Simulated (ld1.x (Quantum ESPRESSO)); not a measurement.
**tantalum: excitation energies, all-electron against ultrasoft**

ld1.x (Quantum ESPRESSO) 7.5 input, shortened:

```
&input
   title='Ta', zed=73., rel=0, dft='PZ', iswitch=3,
   config='[Xe] 4f14 5d3.5 6s1.5 6p0'
 /
 &inputp
   pseudotype=3, tm=.true., lloc=-1, rcloc=1.65,
   nlcc=.true., new_core_ps=.true.
 /
8
5S  1  0   2.00   0.00  1.60  1.70  0.0
6S  2  0   1.50   0.00  1.60  1.70  0.0
5P  2  1   6.00   0.00  1.75  2.05  0.0
6P  3  1   0.00   0.00  1.75  2.05  0.0
5D  3  2   3.50   0.00  1.60  1.70  0.0
5D  3  2   0.00   1.90  1.60  1.70  0.0
4F  4  3  14.00   0.00  0.45  0.60  0.0
4F  4  3   0.00  -1.80  0.45  0.60  0.0
 &test
   configts(1)='4f14 5s2 5p6 5d3.5 6s1.5 6p0'
 /
```

Energies are relative to the spin-unpolarised reference configuration 4f14 5s2 5p6 5d3.5 6s1.5 6p0; without spin polarisation the order of configurations can differ from experiment. Spin-polarised rows fill each open shell by Hund’s rule, majority spin first.

```tsv
valence configuration	charge	ΔE all-electron (eV)	error AE − PS (meV)
4f14 5s2 5p6 5d3 6s2 6p0	0	-0.021	-665
4f14 5s2 5p6 5d3 6s1 6p0	+1	7.595	+153
4f14 5s2 5p6 5d3 6s0 6p0	+2	21.292	+1506
4f13 5s2 5p6 5d3 6s2 6p0	+1	42.236	-2069
4f14 5s2 5p6 5d3 6s1 6p1	0	3.216	-168
4f14 5s2 5p6 5d1 6s0 6p0	+4	82.213	+1535
4f14 5s2 5p6 5d3.5 6s1.5 6p0 (spin-polarised)	0	-1.688	+8.8
4f14 5s2 5p6 5d3 6s2 6p0 (spin-polarised)	0	-1.112	-614
```

(1) What are ΔE and the potential's error for 4f13 5s2 5p6 5d4 6s2 6p0?

A Bessel basis up to 400 Ry misses an occupied level by 0.73 Ry, so cutoffs and ghosts were not judged. The potential misses its own reference levels by up to 1.2 eV, so it is not fit for use.

## Answers

(1) ΔE = 31.635 eV all-electron; the error (AE − PS) is -1632 meV.
